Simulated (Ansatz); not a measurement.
System: TaF2, net charge 0, quartet state. The spin state was set by rule; other spins were not relaxed. 
Structure (B3LYP-D3(BJ)/def2-TZVP (Ansatz, an electronic-structure program) minimum search):
```xyz
3

Ta     0.0000     0.0000     0.0000
F      0.0000     0.0000     1.8916
F      0.0000     0.0000    -1.8916
```
Charge 0, spin multiplicity 4.

Basis-set convergence of Hartree-Fock and MP2 correlation energies (hartree) with Ansatz. Correlated levels leave the core frozen unless marked. Open shells are spin-unrestricted. Spin-orbit coupling is left out. Frozen are the shells of the preceding noble gas and the d and f shells that filled before the atom's block. Past Kr the def2 sets carry scalar-relativistic core potentials.

```json
[
 {"basis": "def2-SVPD", "functions": "81", "E(HF)": "-255.22394", "E(corr, MP2)": "-0.47210"},
 {"basis": "def2-TZVPPD", "functions": "139", "E(HF)": "(withheld)", "E(corr, MP2)": "(withheld)"}
]
```

Problem. Some entries are withheld; supply them.

Solution. 
- def2-TZVPPD, E(HF): -255.47801
- def2-TZVPPD, E(corr, MP2): -0.60249
